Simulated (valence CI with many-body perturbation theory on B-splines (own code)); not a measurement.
## Tc²⁸⁺: electric-dipole lines

Computed by valence CI with perturbative core correlation (CI+MBPT): five valence electrons over a frozen Dirac-Fock core [Ne], radial functions for each j: 11 s, 11 p, 10 d, 8 f, 5 g, 2 h, with the one-electron correlation potential Σ1 (screened to all orders), the two-electron term Σ2, the three-electron term Σ3, Breit, model QED; selected single and double excitations, second order for the rest, scaled by the run's own slope (own B-spline code, finite nucleus).

No measured spectrum was set against this ion. As an estimate, large intervals hold to a few tenths of a per cent, small ones and those within an open d or f shell to about a per cent. Among the levels kept, up to 3800 cm⁻¹ of a level comes from second order outside the variational space, and about a tenth of that is noise between levels of different J, which matters for small intervals.

Lines 101 to 150 of 583 in falling wavelength, among levels below 2660200 cm⁻¹, chosen from the strongest by gf and those to the six lowest levels. Wavelengths and rates use the calculated energies. Electric multipoles are in the length gauge, E1 and E2 with the static RPA response of the core. Weak lines are less certain than strong ones. Lines between different terms over intervals too small for the method are left out, as are lines whose strength nearly cancels. Where a level lies close to another of its J and parity, the split of strength between their lines is uncertain. The highest levels of a list are the least certain.

Names give the largest LS component (configuration and term), which can be under half, so a name can repeat, a term be missing and a line seem to break the LS rules; names also repeat where a configuration has a term twice. Letters in brackets count levels of one name in rising energy.

| λ vac (Å) | Upper | Lower | A (s⁻¹) | S (a.u.) with core polarisation | S without |
| --- | --- | --- | --- | --- | --- |
| 107.1 | 3s²3p3d² ⁴D°_3/2 [a] | 3s²3p²3d ²D_5/2 [a] | 2.12e+10 | 5.13e-02 | 5.25e-02 |
| 107.1 | 3s3p³3d ⁴P°_5/2 [b] | 3s²3p²3d ⁴D_7/2 | 2.17e+10 | 7.91e-02 | 8.10e-02 |
| 107.1 | 3s²3p3d² ⁴D°_7/2 [a] | 3s²3p²3d ²D_5/2 [c] | 5.85e+09 | 2.84e-02 | 2.91e-02 |
| 106.9 | 3p⁵ ²P°_3/2 | 3s3p⁴ ⁴P_5/2 | 5.16e+09 | 1.24e-02 | 1.27e-02 |
| 106.8 | 3s3p³3d ⁴F°_5/2 [c] | 3s²3p²3d ⁴D_3/2 | 2.41e+10 | 8.68e-02 | 8.89e-02 |
| 106.8 | 3s²3p3d² ⁴D°_5/2 [a] | 3s²3p²3d ²F_7/2 [b] | 7.04e+09 | 2.54e-02 | 2.60e-02 |
| 106.7 | 3s²3p²3d ⁴D_3/2 | 3s²3p³ ²D°_5/2 | 1.77e+10 | 4.25e-02 | 4.35e-02 |
| 106.4 | 3s3p³3d ²D°_5/2 [b] | 3s²3p²3d ²P_3/2 [b] | 8.67e+09 | 3.09e-02 | 3.17e-02 |
| 106.4 | 3s²3p3d² ⁴G°_11/2 | 3s²3p²3d ²G_9/2 | 1.00e+10 | 7.15e-02 | 7.31e-02 |
| 106.4 | 3s3p³3d ²G°_9/2 [b] | 3s²3p²3d ⁴D_7/2 | 1.23e+10 | 7.33e-02 | 7.50e-02 |
| 106.2 | 3s3p³3d ²P°_3/2 [c] | 3s²3p²3d ²P_1/2 [b] | 2.50e+10 | 5.93e-02 | 6.07e-02 |
| 106.2 | 3s3p³3d ⁴D°_5/2 [d] | 3s²3p²3d ⁴P_5/2 | 9.59e+09 | 3.40e-02 | 3.48e-02 |
| 106.2 | 3s²3p3d² ²F°_7/2 [c] | 3s²3p²3d ²F_7/2 [b] | 1.45e+10 | 6.85e-02 | 7.01e-02 |
| 105.6 | 3s3p³3d ²D°_5/2 [c] | 3s²3p²3d ²D_5/2 [a] | 2.07e+10 | 7.22e-02 | 7.39e-02 |
| 105.4 | 3s3p³3d ⁴D°_3/2 [d] | 3s²3p²3d ⁴P_5/2 | 1.38e+10 | 3.18e-02 | 3.26e-02 |
| 105.3 | 3s²3p3d² ⁴F°_3/2 | 3s²3p²3d ²P_3/2 [b] | 3.36e+10 | 7.77e-02 | 7.95e-02 |
| 105.3 | 3s3p³3d ⁴D°_7/2 [c] | 3s²3p²3d ⁴D_7/2 | 1.48e+10 | 6.84e-02 | 7.00e-02 |
| 105.3 | 3s3p³3d ⁴F°_3/2 [a] | 3s3p⁴ ⁴P_5/2 | 1.67e+09 | 3.86e-03 | 3.95e-03 |
| 104.7 | 3s²3p3d² ⁴D°_7/2 [a] | 3s²3p²3d ²F_7/2 [b] | 5.61e+09 | 2.54e-02 | 2.60e-02 |
| 104.6 | 3s3p³3d ²G°_9/2 [b] | 3s²3p²3d ⁴F_7/2 | 1.08e+10 | 6.08e-02 | 6.22e-02 |
| 104.3 | 3s3p³3d ⁴G°_5/2 | 3s3p⁴ ⁴P_3/2 | 9.93e+09 | 3.33e-02 | 3.41e-02 |
| 104.1 | 3s3p³3d ²F°_5/2 [c] | 3s²3p²3d ²D_5/2 [a] | 1.11e+10 | 3.72e-02 | 3.80e-02 |
| 103.9 | 3s²3p3d² ⁴D°_5/2 [b] | 3s²3p²3d ²F_7/2 [b] | 2.04e+10 | 6.79e-02 | 6.95e-02 |
| 103.9 | 3s²3p²3d ²P_1/2 [c] | 3s²3p³ ²P°_3/2 | 1.28e+10 | 1.41e-02 | 1.45e-02 |
| 103.9 | 3s3p⁴ ²P_3/2 | 3s²3p³ ²P°_1/2 | 2.86e+09 | 6.33e-03 | 6.48e-03 |
| 103.8 | 3s3p³3d ⁴F°_3/2 [b] | 3s²3p²3d ²F_5/2 | 1.24e+10 | 2.73e-02 | 2.80e-02 |
| 103.8 | 3s²3p²3d ⁴D_5/2 | 3s²3p³ ²D°_5/2 | 5.35e+09 | 1.77e-02 | 1.81e-02 |
| 103.8 | 3s²3p3d² ²D°_3/2 [a] | 3s²3p²3d ²D_3/2 [c] | 1.81e+10 | 4.00e-02 | 4.09e-02 |
| 103.7 | 3s²3p3d² ⁴F°_3/2 | 3s²3p²3d ⁴P_1/2 | 1.71e+10 | 3.77e-02 | 3.85e-02 |
| 103.6 | 3s²3p²3d ⁴D_1/2 [b] | 3s²3p³ ²D°_3/2 | 3.17e+10 | 3.48e-02 | 3.56e-02 |
| 103.2 | 3s3p³3d ⁴D°_3/2 [c] | 3s²3p²3d ⁴D_1/2 [b] | 1.86e+10 | 4.03e-02 | 4.12e-02 |
| 103.1 | 3s²3p3d² ⁴D°_3/2 [b] | 3s²3p²3d ²D_5/2 [b] | 2.43e+10 | 5.26e-02 | 5.38e-02 |
| 103.1 | 3s3p²3d² ⁶G_7/2 | 3s3p³3d ⁶D°_5/2 | 5.77e+09 | 2.50e-02 | 2.55e-02 |
| 103.1 | 3s3p³3d ²D°_5/2 [b] | 3s²3p²3d ⁴P_5/2 | 2.41e+10 | 7.83e-02 | 8.01e-02 |
| 103.1 | 3s3p³3d ⁴D°_5/2 [a] | 3s3p⁴ ⁴P_5/2 | 6.60e+09 | 2.14e-02 | 2.19e-02 |
| 103.0 | 3s²3p3d² ⁴D°_3/2 [b] | 3s²3p²3d ²D_3/2 [b] | 1.31e+10 | 2.84e-02 | 2.90e-02 |
| 103.0 | 3s3p³3d ²D°_5/2 [b] | 3s²3p²3d ²G_7/2 | 2.21e+10 | 7.17e-02 | 7.34e-02 |
| 103.0 | 3s3p³3d ²P°_3/2 [d] | 3s²3p²3d ²P_1/2 [b] | 7.04e+10 | 1.52e-01 | 1.55e-01 |
| 102.8 | 3s3p³3d ⁴D°_7/2 [d] | 3s²3p²3d ⁴D_5/2 | 2.13e+10 | 9.15e-02 | 9.37e-02 |
| 102.8 | 3s3p³3d ²D°_3/2 [d] | 3s²3p²3d ²D_5/2 [d] | 2.99e+10 | 6.40e-02 | 6.56e-02 |
| 102.7 | 3s²3p3d² ²D°_3/2 [a] | 3s²3p²3d ²S_1/2 | 2.04e+10 | 4.36e-02 | 4.46e-02 |
| 102.6 | 3s3p³3d ²D°_5/2 [a] | 3s²3p²3d ⁴F_3/2 | 8.23e+09 | 2.63e-02 | 2.69e-02 |
| 102.6 | 3s3p³3d ⁴P°_3/2 [b] | 3s²3p²3d ⁴D_1/2 [a] | 1.33e+10 | 2.83e-02 | 2.90e-02 |
| 102.6 | 3s²3p3d² ⁴D°_7/2 [b] | 3s²3p²3d ²F_7/2 [b] | 1.05e+10 | 4.47e-02 | 4.58e-02 |
| 102.5 | 3s3p³3d ²F°_7/2 [a] | 3s²3p²3d ²F_5/2 | 1.31e+10 | 5.59e-02 | 5.71e-02 |
| 102.4 | 3s²3p3d² ⁴G°_7/2 [a] | 3s²3p²3d ⁴D_7/2 | 9.64e+09 | 4.08e-02 | 4.18e-02 |
| 102.4 | 3s²3p3d² ⁴P°_5/2 | 3s²3p²3d ²F_7/2 [b] | 3.05e+10 | 9.67e-02 | 9.91e-02 |
| 102.4 | 3s²3p3d² ⁴G°_7/2 [b] | 3s²3p²3d ⁴D_5/2 | 2.61e+10 | 1.11e-01 | 1.13e-01 |
| 102.3 | 3s²3p3d² ²F°_7/2 [c] | 3s²3p²3d ²D_5/2 [b] | 3.07e+10 | 1.30e-01 | 1.33e-01 |
| 102.3 | 3s3p³3d ²F°_5/2 [c] | 3s²3p²3d ²D_3/2 [a] | 3.49e+10 | 1.10e-01 | 1.13e-01 |
